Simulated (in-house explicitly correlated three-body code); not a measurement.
Computed with an exponentially correlated three-body code. Model: two electrons around a point charge, non-relativistic, variational in 260 exponentially correlated functions (energies converged to about 1e-7 hartree, or 1e-8 relative for large Z).

For two electrons in a singlet the Kohn-Sham orbital is the square root of half the density, so the exact Kohn-Sham potential and energy parts follow from the density alone, and exchange is minus half the Hartree energy. The Kohn-Sham level equals minus the binding energy of the second electron.

Command:
```bash
python run_hyl.py task.json out
```
Settings (lengths in bohr, energies in hartree):
```
Z                      4.1
interaction_strength   1
functions              260
states_tried           13
```

Time taken, with all properties: 53 s on 1 thread of Intel(R) Xeon(R) Platinum 8259CL CPU @ 2.50GHz (Skylake/Cascade Lake) (shared host).

**Converged states only, values per electron or pair.**

Given: nuclear charge 4.1.

```csv
term,mean r (bohr),mean r squared (bohr²),mean inverse r (1/bohr),mean r12 (bohr),mean inverse r12 (1/bohr),mean cosine,mean p1 dot p2 (bohr⁻²),delta r1 (bohr⁻³),delta r12 (bohr⁻³)
1 1S,0.40314,0.21966,3.7877,0.60176,2.2532,-0.032151,0.43372,18.598,1.6621
2 3S,1.034,1.7764,2.4683,1.7592,0.67112,-0.0099519,0.029186,11.818,-
2 1S,1.1059,2.0753,2.4469,1.8885,0.72837,-0.01295,0.035212,11.709,0.23597
2 3P,0.94873,1.5026,2.449,1.6066,0.76446,-0.062611,-0.75495,10.822,-
2 1P,1.0018,1.6964,2.4334,1.6726,0.77137,0.023895,0.66745,10.996,0.04624
3 3S,?,?,?,?,?,?,?,?,-
3 1S,2.2904,10.181,2.2251,4.2348,0.33239,-0.0040997,0.010565,11.182,0.069275
3 3P,2.1388,8.9113,2.2255,3.9394,0.34067,-0.016148,-0.18591,10.931,-
3 1P,?,?,?,?,?,?,?,?,?
4 3S,3.8169,29.797,2.1504,7.2807,0.18309,-0.0013144,0.0034013,11.065,-
4 1S,3.9599,32.194,2.1481,7.5653,0.18891,-0.0017565,0.0044607,11.058,0.028957
4 3P,3.8123,29.981,2.1482,7.2731,0.1921,-0.0064827,-0.073399,10.954,-
4 1P,3.9145,31.678,2.1465,7.4736,0.19379,0.002537,0.076501,10.971,0.0067815
```

Q: What belongs in the row 3 3S?

A: mean r (bohr): 2.1835; mean r squared (bohr²): 9.1768; mean inverse r (1/bohr): 2.2308; mean r12 (bohr): 4.0246; mean inverse r12 (1/bohr): 0.31762; mean cosine: -0.0031054; mean p1 dot p2 (bohr⁻²): 0.0082678; delta r1 (bohr⁻³): 11.204.

Q: What belongs in the row 3 1P?

A: mean r (bohr): 2.2158; mean r squared (bohr²): 9.6104; mean inverse r (1/bohr): 2.2212; mean r12 (bohr): 4.0836; mean inverse r12 (1/bohr): 0.34427; mean cosine: 0.0062951; mean p1 dot p2 (bohr⁻²): 0.18574; delta r1 (bohr⁻³): 10.974; delta r12 (bohr⁻³): 0.01548.

**Electric-dipole lines between converged S and P states, rate of the upper state's decay.**

```json
{"s state": "1 1S", "p state": "2 1P", "p minus s (eV)": "130.94", "oscillator strength from s": "0.55855", "rate (1/s)": "1.3851e+11"}
{"s state": "1 1S", "p state": "3 1P", "p minus s (eV)": "148.8", "oscillator strength from s": "0.12794", "rate (1/s)": "4.0977e+10"}
{"s state": "1 1S", "p state": "4 1P", "p minus s (eV)": "?", "oscillator strength from s": "?", "rate (1/s)": "?"}
{"s state": "2 1S", "p state": "2 1P", "p minus s (eV)": "2.0898", "oscillator strength from s": "0.14423", "rate (1/s)": "9.1102e+06"}
{"s state": "2 1S", "p state": "3 1P", "p minus s (eV)": "?", "oscillator strength from s": "?", "rate (1/s)": "?"}
{"s state": "2 1S", "p state": "4 1P", "p minus s (eV)": "26.244", "oscillator strength from s": "0.082752", "rate (1/s)": "8.2435e+08"}
{"s state": "3 1S", "p state": "2 1P", "p minus s (eV)": "-17.264", "oscillator strength from s": "-0.076243", "rate (1/s)": "9.8598e+08"}
{"s state": "3 1S", "p state": "3 1P", "p minus s (eV)": "0.60225", "oscillator strength from s": "0.24876", "rate (1/s)": "1.305e+06"}
{"s state": "3 1S", "p state": "4 1P", "p minus s (eV)": "6.8902", "oscillator strength from s": "0.32736", "rate (1/s)": "2.2479e+08"}
{"s state": "4 1S", "p state": "2 1P", "p minus s (eV)": "-23.902", "oscillator strength from s": "-0.015759", "rate (1/s)": "3.9067e+08"}
{"s state": "4 1S", "p state": "3 1P", "p minus s (eV)": "-6.0367", "oscillator strength from s": "-0.16768", "rate (1/s)": "2.6515e+08"}
{"s state": "4 1S", "p state": "4 1P", "p minus s (eV)": "0.25132", "oscillator strength from s": "0.34528", "rate (1/s)": "315430"}
{"s state": "2 3S", "p state": "2 3P", "p minus s (eV)": "3.4305", "oscillator strength from s": "0.20673", "rate (1/s)": "3.519e+07"}
{"s state": "2 3S", "p state": "3 3P", "p minus s (eV)": "22.597", "oscillator strength from s": "0.25732", "rate (1/s)": "1.9005e+09"}
{"s state": "2 3S", "p state": "4 3P", "p minus s (eV)": "29.195", "oscillator strength from s": "0.072458", "rate (1/s)": "8.9327e+08"}
{"s state": "3 3S", "p state": "2 3P", "p minus s (eV)": "-18.257", "oscillator strength from s": "-0.086954", "rate (1/s)": "1.2576e+09"}
{"s state": "3 3S", "p state": "3 3P", "p minus s (eV)": "0.90987", "oscillator strength from s": "0.34506", "rate (1/s)": "4.1318e+06"}
{"s state": "3 3S", "p state": "4 3P", "p minus s (eV)": "7.5072", "oscillator strength from s": "0.26975", "rate (1/s)": "2.1989e+08"}
{"s state": "4 3S", "p state": "2 3P", "p minus s (eV)": "-25.396", "oscillator strength from s": "-0.017058", "rate (1/s)": "4.7738e+08"}
{"s state": "4 3S", "p state": "3 3P", "p minus s (eV)": "-6.2291", "oscillator strength from s": "-0.19385", "rate (1/s)": "3.2639e+08"}
{"s state": "4 3S", "p state": "4 3P", "p minus s (eV)": "0.36823", "oscillator strength from s": "0.47436", "rate (1/s)": "930340"}
```

Q: What belongs in the row 1 1S 4 1P?

A: p minus s (eV): 155.09; oscillator strength from s: 0.049584; rate (1/s): 1.7251e+10.

Q: What belongs in the row 2 1S 3 1P?

A: p minus s (eV): 19.956; oscillator strength from s: 0.30932; rate (1/s): 1.7817e+09.

**Exact Kohn-Sham parts of the ground state from its density.**

Computed: total energy -14.4031152 hartree; Kohn-Sham kinetic 14.362 hartree; Hartree energy 4.6783 hartree; exchange energy -2.3392 hartree; kinetic part of the DFT correlation energy 0.041606 hartree; potential part of the DFT correlation energy -0.085936 hartree; exact minus restricted Hartree-Fock -0.044324 hartree; restricted Hartree-Fock level -163.53 eV; dipole polarisability 0.046849 bohr³; C6 of two such species 0.0095202 hartree·bohr⁶.

Q: What is the DFT correlation energy?

A: -0.04433 hartree.

Q: What is the Kohn-Sham level?

A: -163.22 eV.

**Density and exact potentials over r, pair density (one pair, times 4 pi r12^2) and exact minus Kohn-Sham pair density over r12.**

```csv
radius (bohr),radial density (electrons/bohr),exchange potential (hartree),intracule density (1/bohr),Coulomb hole against Kohn-Sham (1/bohr),correlation potential (hartree)
0.0509,0.7997,-3.7054,0.055269,-0.01318,-0.039
0.0592,1.0115,-3.6799,0.074623,-0.01714,-0.036
0.0688,?,?,?,?,?
0.08,1.5619,-3.6059,0.13482,-0.02818,-0.027
0.0929,1.8989,-3.5542,0.17988,-0.03542,-0.021
0.108,2.2743,-3.4893,0.23919,-0.04388,-0.015
0.126,2.682,-3.4075,0.31777,-0.05348,-0.007
0.146,3.0729,-3.3125,0.41293,-0.06297,0
0.17,3.4478,-3.1955,0.53437,-0.07206,0.007
0.197,3.747,-3.0626,0.67509,-0.07871,0.014
0.229,3.9469,-2.9067,0.83959,-0.08137,0.019
0.266,4.0017,-2.7321,1.0163,-0.07778,0.022
0.309,3.8848,-2.5401,1.1912,-0.06631,0.023
0.359,3.5874,-2.3344,1.3419,-0.0466,0.022
0.418,3.1202,-2.1169,1.4408,-0.02017,0.02
0.485,2.5493,-1.9018,1.4565,0.007398,0.016
0.564,?,?,?,?,?
0.655,1.3317,-1.4842,1.1868,0.04364,0.007
0.762,0.82803,-1.2934,0.92607,0.04373,0.004
0.885,0.45962,-1.1224,0.64317,0.03368,0.003
1.03,0.21996,-0.96827,0.38533,0.0196,0.002
1.2,0.088734,-0.83258,0.19397,0.007909,0.001
```

Q: What belongs in the row 0.0688?

A: radial density (electrons/bohr): 1.2642; exchange potential (hartree): -3.6474; intracule density (1/bohr): 0.1004; Coulomb hole against Kohn-Sham (1/bohr): -0.02208; correlation potential (hartree): -0.032.

Q: What belongs in the row 0.564?

A: radial density (electrons/bohr): 1.9232; exchange potential (hartree): -1.6872; intracule density (1/bohr): 1.3712; Coulomb hole against Kohn-Sham (1/bohr): 0.03079; correlation potential (hartree): 0.011.
